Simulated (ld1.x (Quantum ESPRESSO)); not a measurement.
**Configuration tests for Rb (TM)**

ld1.x (Quantum ESPRESSO) 7.5 input, shortened:

```
&input
   title='Rb', zed=37., rel=1, dft='PBESOL', iswitch=3,
   config='[Kr] 4d-2 5s1 5p0'
 /
 &inputp
   pseudotype=2, tm=.true., lloc=-2, rcloc=2.80,
   nlcc=.true., new_core_ps=.true.
 /
3
5S  1  0   1.00   0.00  4.10  4.10  0.0
4P  2  1   6.00   0.00  2.60  2.60  0.0
4D  3  2  -2.00   0.05  3.90  3.90  0.0
 &test
   configts(1)='4p6 5s1 5p0'
 /
```

Energies are relative to the spin-unpolarised reference configuration 4p6 5s1 5p0; without spin polarisation the order of configurations can differ from experiment. The frozen-core shift is the all-electron ΔE with the core orbitals held at their reference shape minus the fully relaxed ΔE.

Problem. Give the all-electron excitation energy and the error of the potential for: 4p6 5s0 5p0; 4p6 5s0.5 5p0; 4p6 5s0 5p1; 4p5 5s1 5p0.

Solution.

| valence configuration | charge | ΔE all-electron (eV) | error AE − PS (meV) | frozen-core shift (meV) |
| --- | --- | --- | --- | --- |
| 4p6 5s0 5p0 | +1 | 4.069 | -1.5 | +0.7 |
| 4p6 5s0.5 5p0 | +0.5 | 1.561 | +1.0 | +0.1 |
| 4p6 5s0 5p1 | 0 | 1.492 | -16 | +0.2 |
| 4p5 5s1 5p0 | +1 | 21.149 | +169 | +87 |

Levels in the configuration 4p5 5s1 5p0:

| level | all-electron (eV) | pseudo (eV) |
| --- | --- | --- |
| 4p | -26.621 | -25.796 |
| 5s | -8.071 | -7.859 |
